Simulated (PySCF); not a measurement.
Precursor series Cd Cl-F. Isolated molecules, 0 K electronic values unless said otherwise.

The dipole moment from two functionals at the same geometries (TPSS-D3(BJ)/def2-SVP), both in PySCF: PBE-D3(BJ)/def2-TZVP and TPSSh-D3(BJ)/def2-TZVP. 

```csv
species,PBE-D3(BJ)/def2-TZVP (D),TPSSh-D3(BJ)/def2-TZVP (D)
0 of 2 Cl replaced by F ([Cd(Cl)2]),0.00,0.00
1 of 2 Cl replaced by F ([Cd(Cl)(F)]),0.49,0.44
2 of 2 Cl replaced by F ([Cd(F)2]),0.00,0.00
```

Over these rows, drawn at random from the members with no instability flagged (it was tested for open shells, ions and some series alone), PBE minus TPSSh-D3(BJ): mean +0.02 D, from 0.00 D to +0.06 D.
